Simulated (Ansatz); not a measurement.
Ansatz (a program for electronic structure) job for MnBr2, SMILES [Br][Mn][Br] (connectivity only; charge and spin as stated), neutral, multiplicity 6, PBE/def2-TZVPD. Geometry optimised at PBE0-D3(BJ)/def2-SVP. The spin state was assumed, not searched.

Ansatz 0.2 input:
```yaml
crystal:
  periodic: [false, false, false]
  atoms:
    - {symbol: Mn, position_ang: [0.00000000, 0.00000000, 0.00000000]}
    - {symbol: Br, position_ang: [0.00000000, 0.00000000, -2.32952255]}
    - {symbol: Br, position_ang: [0.00000000, 0.00000000, 2.32952255]}
basis:
  gaussian:
    orbitals: def2-TZVPD
hamiltonian:
  xc: {name: PBE}
magnetization: {spin_polarized: true, initial_magnetization: 5}
```

It prints:

```
WARN ansatz: RAYON_NUM_THREADS=2 ignored (pool sized by the plan → 2); use --threads N
Functional definition: PBE
integrals: 0.11 GiB planned
1294 factors; their error is unknown
mean field: 0.79 GiB planned
mean field evaluation 1: about -171275.8293 eV, gradient 2.0e2 eV
mean field evaluation 2: about -169601.5756 eV, gradient 3.3e2 eV
mean field evaluation 4: about -170895.8320 eV, gradient 4.0e2 eV
mean field evaluation 8: about -171381.2239 eV, gradient 2.7e1 eV
mean field evaluation 16: about -171389.5982 eV, gradient 2.6e-5 eV
mean field evaluation 32: about -171380.6738 eV, gradient 4.7e0 eV
mean field -171389.59823756 eV, -6298.4515631883 hartree, gradient 2.0e-5 eV, S^2 8.765572; 2 other end points of the search recorded, 0 dependent functions left out
reference -171389.59829671 eV, -6298.4515653620 hartree; 50, 45 occupied and 112, 117 virtual orbitals, 1294 factors
Total energy: -171389.59829671 eV, -6298.4515653620 hartree
```

The run converged.

Cost: roughly 25 core-seconds.
